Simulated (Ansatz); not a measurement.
## Calibrating PBE-D4/def2-TZVPP on molecular compounds of Nb

The vertical ionisation energy (cation less neutral) in eV of 7 molecular compounds of Nb: x at PBE-D4/def2-TZVPP, y at CCSD(T)/def2-TZVPP. Shapes, held fixed at every level: PBE0-D4/def2-TZVP. Flexible molecules stand in one conformer, not always the lowest. Programs: Ansatz 0.2.0.

| molecule | x (eV) | y (eV) |
| --- | --- | --- |
| C2H10NNbO4 (SMILES C[N](C)[Nb]([OH])([OH])([OH])[OH]) | 8.11 | 8.50 |
| C2H8ClN2Nb (SMILES C[N]=[Nb]([CH3])([NH2])[Cl]) | 8.69 | 9.40 |
| C3H10NNbO3 (SMILES C[O][Nb](=[NH])([O]C)[O]C) | 8.78 | 9.63 |
| C3H9F3NNbO (SMILES C[O][Nb]([F])([F])([F])[N](C)C) | 9.02 | 9.48 |
| CH5ClNNbOS (SMILES C[O][Nb]([NH2])(=[S])[Cl]) | 9.10 | ? |
| Nb(NH2)(OH)2O | 9.72 | 10.16 |
| Nb(OH)3F2 | 11.08 | 11.97 |

Question: Fit y = c + s·x to the known rows and predict y for CH5ClNNbOS.

Answer: 
1. Means of the 6 rows: x = 9.2333, y = 9.857.
2. Σ(Δx)² = 5.4551, Σ(Δx·Δy) = 6.0055, so the slope is 6.0055/5.4551 = 1.1009.
3. Intercept: 9.857 − (1.1009) × 9.2333 = -0.308. The largest residual of the fit is 0.27.
4. CH5ClNNbOS: -0.308 + 1.1009 × 9.10 = 9.71 eV.

CCSD(T)/def2-TZVPP gives 9.59 eV, so the prediction is off by +0.12 eV, within the largest residual. Uncorrected, PBE-D4/def2-TZVPP misses CH5ClNNbOS by -0.49 eV, and the other rows by 0.62 on average. The line removes about 75 % of this miss. Left out in turn, the other rows are missed by 0.26 eV on average, so much of the error is systematic among these molecules. Cations run unrestricted. For atoms past krypton def2 sets carry core potentials with scalar relativity. Outer-core shells of Nb are correlated, in sets that cover them unevenly.
